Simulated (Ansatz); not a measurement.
This geometry of C$_{2}$H$_{3}$BO (7 atoms, charge 0, multiplicity 1) is a first-order saddle point.

These are results of RKS BHLYP/6-31G* (Ansatz), not measurements.

```xyz
7
Properties=species:S:1:pos:R:3
B -0.863 1.008 -0.631
C 0.183 0.450 0.062
C 0.426 -0.993 0.362
O 0.077 -1.544 1.364
H -1.743 1.501 -1.218
H 0.934 1.123 0.466
H 0.987 -1.545 -0.405
```

Question: Which two structures does it join? (They come from a converged band through this point; their orientation in space is the band's.)

Answer: No bond is made or broken. The dihedral B1–C2–C3–O4 goes from -180 to 0°.

Image 0:

```xyz
7
Properties=species:S:1:pos:R:3
B -0.739 0.999 -0.751
C 0.080 0.446 0.218
C 0.430 -0.966 0.341
O 1.147 -1.414 1.199
H -1.429 1.475 -1.563
H 0.518 1.093 0.969
H -0.008 -1.634 -0.414
```

Image 10:

```xyz
7
Properties=species:S:1:pos:R:3
B -0.729 0.946 -0.749
C 0.106 0.490 0.263
C 0.422 -0.932 0.340
O 0.007 -1.770 -0.426
H -1.429 1.340 -1.595
H 0.534 1.150 1.003
H 1.088 -1.223 1.165
```

Question: How far does it lie above each of them?

Answer: 0.41 eV above the first and 0.42 eV above the second. This is the barrier of this one path; another mechanism may lie lower.

Run time: 3.1 min on 1 thread of Arm Neoverse V2, with other jobs on the host, peak memory 0.12 GiB.
